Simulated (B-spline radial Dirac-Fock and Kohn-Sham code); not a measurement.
## Electron momentum distribution of Ar⁶⁺: Compton profiles

System: the Ar⁶⁺ ion, configuration [Ne] 3s2.

Method: the impulse approximation on Dirac-Fock orbitals of the configuration average with a finite nucleus. Computed with an atomic code on a B-spline grid. pz is in atomic units of momentum; subshell profiles are per electron, for a selection of subshells; open shells are spread over both j values by their weights.

```
 pz    J total   J 1s1/2   J 2s1/2   J 2p3/2   J 3s1/2
  0      2.093    0.0487     0.195     0.103     0.495
0.1      2.082    0.0487     0.194     0.103     0.490
0.2      2.049    0.0486     0.194     0.103     0.474
0.3      1.997    0.0486     0.192     0.103     0.450
0.4      1.928    0.0486     0.190     0.103     0.418
0.5      1.847    0.0485     0.188     0.103     0.380
0.6      1.758    0.0485     0.184     0.103     0.338
0.8      1.570    0.0483     0.177     0.103     0.253
  1      1.394    0.0482     0.168     0.102     0.175
1.2      1.248    0.0480     0.157     0.102     0.114
1.4      1.135    0.0477     0.146     0.101    0.0726
1.6      1.053    0.0474     0.134    0.0994    0.0474
1.8     0.9912    0.0471     0.121    0.0977    0.0345
  2     0.9426    0.0467     0.109    0.0956    0.0292
2.5     0.8370    0.0457    0.0798    0.0886    0.0276
  3     0.7262    0.0445    0.0553    0.0795    0.0250
  4     0.5082    0.0415    0.0235    0.0589    0.0125
  5     0.3450    0.0382   0.00941    0.0401   0.00429
  7     0.1701    0.0308   0.00371    0.0166  0.000644
 10    0.07431    0.0206   0.00336   0.00421  0.000507
 15    0.02543   0.00928   0.00156  0.000538  0.000241
 20   0.009982   0.00403  0.000584  9.55e-05  8.87e-05
 30   0.001956  0.000846  9.79e-05  6.31e-06  1.44e-05
 40  0.0005065  0.000224  2.30e-05    < 1e-6  3.34e-06
 60  6.293e-05  2.83e-05  2.62e-06    < 1e-6    < 1e-6
```

J(0) = 2.093. The 3s1/2 subshell gives the largest part, 47 %.

Mean momentum ⟨p⟩ by subshell (a.u.): 1s1/2 15.0, 2s1/2 4.66, 2p1/2 6.22, 2p3/2 6.18, 3s1/2 2.01.
